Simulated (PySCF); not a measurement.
# Correlation energy of O²⁺ (oxygen, charge +2)

[He] 2s2 2p2, high-spin 3P determinant. Calculation: PySCF 2.14, in cc-pVDZ (3s2p1d, 14 functions); the non-relativistic Hamiltonian (point nucleus). Frozen: 1s2; 4 electrons correlated.

MP2 pair energies summed by pair of shells (mhartree):

```json
{"pair": "2s-2p", "energy": "-32.12", "share (%)": "57.8"}
{"pair": "2s-2s", "energy": "-18.77", "share (%)": "33.8"}
{"pair": "2p-2p", "energy": "-4.66", "share (%)": "8.4"}
```

Total MP2 correlation energy: -55.55 mhartree.

Same-spin part -7.79 and opposite-spin part -47.76 mhartree; SCS-MP2 scales them by 1/3 and 6/5 to -59.91 mhartree.

```json
{"level": "CCSD", "correlation energy (mhartree)": "-77.83"}
{"level": "(T)", "correlation energy (mhartree)": "-0.60"}
{"level": "CCSD(T)", "correlation energy (mhartree)": "-78.43"}
```

Diagnostics: T1 = 0.0044, D1 = 0.0083, largest double amplitude 0.124.

Task: Is a single reference adequate?

Result: Mostly. T1 lies below 0.03, but a double amplitude of this size points to a near-degeneracy that CCSD handles and MP2 describes poorly.
